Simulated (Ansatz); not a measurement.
`BN(C=C)[SiH2][SiH3]` + `[NH2][AlH][OH]` → `[NH2][AlH][O][SiH2][SiH3]` + `BNC=C`  (ligand exchange at the Si–N bond)

Program: Ansatz. Geometries: PBE0-D4/def2-TZVP. ΔE: electronic, gas phase. CCSD(T)/CBS adds triple-zeta CCSD(T) − MP2 to the extrapolated MP2 energy (def2 sets, frozen cores). This one scheme is used for every species. Functionals use def2-TZVPP. B3LYP here is the variant with VWN-RPA as its local correlation; programs differ in this. One conformer a species, not always the lowest.

| level | ΔE (kJ/mol) | difference from CCSD(T)/CBS |
| --- | --- | --- |
| r2SCAN-D4 | -81.8 | -7.4 |
| B3LYP-D4 | -82.4 | -8.0 |
| B2PLYP | -84.8 | -10.4 |
| PBE | -79.8 | -5.4 |
| r2SCAN | -83.4 | -9.0 |
| CCSD(T)/def2-TZVPP | -75.0 | -0.6 |
| HF/def2-QZVPP | -104.5 | -30.1 |
| MP2/def2-QZVPP | -70.7 | 3.7 |
| HF/CBS(def2) | -104.7 | -30.3 |
| MP2/CBS(def2) | -70.1 | 4.3 |
| CCSD(T)/CBS | -74.4 | 0 |

Largest T1 diagnostic among the species: 0.014.

In def2-TZVPP, CCSD(T) changes the Hartree–Fock value by +28.7 kJ/mol (the triples alone add +4.4 kJ/mol) and MP2 by +32.9 kJ/mol. The D4 term adds +9.6 kJ/mol with B3LYP and +5.1 kJ/mol with PBE0; it sums over pairs of atoms, weighted by their polarisabilities, and B3LYP, whose exchange is more repulsive, gets the larger term.
